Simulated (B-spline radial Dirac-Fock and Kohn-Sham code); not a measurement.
## Magnetic form factor of the 3d shell of Nb¹⁴⁺

System: niobium as Nb¹⁴⁺, [Ar] 3d9.

The computed values come from an atomic code on a B-spline grid: relativistic Hartree-Fock (Dirac-Fock) wave functions, averaged over the configuration. ⟨j_K⟩ is the integral of the 3d radial density with the spherical Bessel function j_K(4πsr), s = sin θ/λ.

```tsv
s (Å⁻¹)	⟨j0⟩	⟨j2⟩	⟨j4⟩
0	1.0000	0.0000	0.0000
0.03	0.9987	0.0005	0.0000
0.04	0.9976	0.0010	0.0000
0.05	0.9963	0.0015	0.0000
0.06	0.9947	0.0021	0.0000
0.08	0.9905	0.0038	0.0000
0.1	0.9852	0.0059	0.0000
0.12	0.9788	0.0084	0.0000
0.15	0.9671	0.0131	0.0001
0.19	0.9478	0.0206	0.0002
0.24	0.9181	0.0321	0.0005
0.29	0.8829	0.0455	0.0010
0.36	0.8259	0.0665	0.0022
0.45	0.7427	0.0958	0.0050
0.56	0.6327	0.1315	0.0106
0.7	0.4921	0.1709	0.0215
0.86	0.3461	0.2013	0.0380
1.07	0.1949	0.2148	0.0622
1.33	0.0748	0.1983	0.0878
```

Radial moments of the shell: ⟨r²⟩ = 0.2021, ⟨r⁴⟩ = 0.07487, ⟨r⁶⟩ = 0.04467 in powers of bohr.
